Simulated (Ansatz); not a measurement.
`[OH][Sn][Br]` + `CNC` → `C[N](C)[Sn][OH]` + HBr at 700 K and 1 bar (ligand exchange at the Sn–Br bond).

Program: Ansatz. Geometries: PBE0-D4/def2-TZVP. ΔE: electronic, gas phase. CCSD(T)/CBS is the MP2 limit (def2-TZVPP, def2-QZVPP) plus CCSD(T) − MP2 in def2-TZVPP, frozen cores. Elements past krypton have def2 core potentials. For Br, Sn outer-core shells are correlated without core-valence functions, which leaves a few kJ/mol of doubt a bond. Scalar relativity is left out up to krypton. One conformer a species, not always the lowest.

```csv
species,CCSD(T)/CBS energy (Eh),H − E (kJ/mol),S (J/(mol·K))
`[OH][Sn][Br]`,-2863.20849,77.8,374.3
`CNC`,-135.00321,296.9,352.4
`C[N](C)[Sn][OH]`,-424.25421,330.6,496.7
HBr,-2573.91920,36.5,223.7
```

H − E and S are ideal-gas, rigid-rotor, harmonic terms from PBE0-D4/def2-TZVP, for one conformer and one mirror image of each species. 1 Eh = 2625.50 kJ/mol, R = 8.31446 J/(mol·K).

Question: By hand: ΔE, ΔH, ΔS and ΔG.

Answer: ΔE = (-424.25421) + (-2573.91920) − (-2863.20849) − (-135.00321) = 0.03829 Eh = 100.5 kJ/mol. Δ(H − E) = 330.6 + 36.5 − 77.8 − 296.9 = -7.6, so ΔH = 92.9 kJ/mol. ΔS = 496.7 + 223.7 − 374.3 − 352.4 = -6.3 J/(mol·K). ΔG = 92.9 − 700 × (-6.3)/1000 = 97.3 kJ/mol.

Question: By hand: the equilibrium constant, and the temperature at which ΔG would vanish if ΔH and ΔS stayed fixed.

Answer: log₁₀ K = −ΔG/(RT ln 10) = -7.3. ΔH and −TΔS have one sign here, so there is no such temperature.

The number of gas molecules stays the same, so ΔS is small and ΔH decides. A doubt of 5 kJ/mol in ΔE shifts log₁₀ K by 0.4 here. Other conformers and mirror images would add mixing entropy, several J/(mol·K) or more a flexible species. Modes under 60 cm⁻¹, often nearly free rotors, make the harmonic entropy too high. These are equilibria of isolated gas molecules and say nothing of rates. Largest T1 diagnostic: 0.017 (customary marks: 0.02 for closed shells, 0.045 for open ones).

ΔS is within the doubt of such terms, so its sign, and with it that verdict, could turn.
